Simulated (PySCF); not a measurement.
## UHF on P²⁺ (phosphorus, charge +2)

Configuration: [Ne] 3s2 4s1, 2S determinant (an excited configuration). All numbers are calculated (PySCF 2.14, no relativity, point nucleus, in aug-cc-pwCVDZ (6s5p3d, 36 functions)).

```json
{
  "Total energy": "-339.102845 hartree",
  "One-electron energy": "-455.4492 hartree",
  "Hartree (Coulomb) energy": "138.1203 hartree",
  "Exchange energy": "-21.7739 hartree",
  "Kinetic energy": "338.96332 hartree",
  "⟨S²⟩": "0.7501",
  "⟨L²⟩": "0.000",
  "Sum of ⟨r⟩": "11.92 bohr",
  "Sum of ⟨r²⟩": "30.62 bohr²",
  "Density at the nucleus (Gaussians lack the cusp)": "2130 bohr⁻³",
  "Spin density at the nucleus": "1.98 bohr⁻³",
  "Langevin diamagnetic susceptibility": "-24.2 ×10⁻⁶ cm³/mol"
}
```

```
shell  electrons  mean orbital energy (hartree)  rms radius, mean of both spins (bohr)
 1s α          1                      -81.18213                                  0.120
 1s β          1                      -81.17827                                  0.120
 2s α          1                       -8.67721                                  0.560
 2s β          1                       -8.67088                                  0.560
 2p α          3                       -6.55746                                  0.539
 2p β          3                       -6.55486                                  0.539
 3s α          1                       -1.58925                                   1.82
 3s β          1                       -1.57273                                   1.82
 4s α          1                       -0.54904                                   4.65
```

The outer electron is Rydberg-like, and this basis confines it to a smaller radius and binds it less than a complete one would.
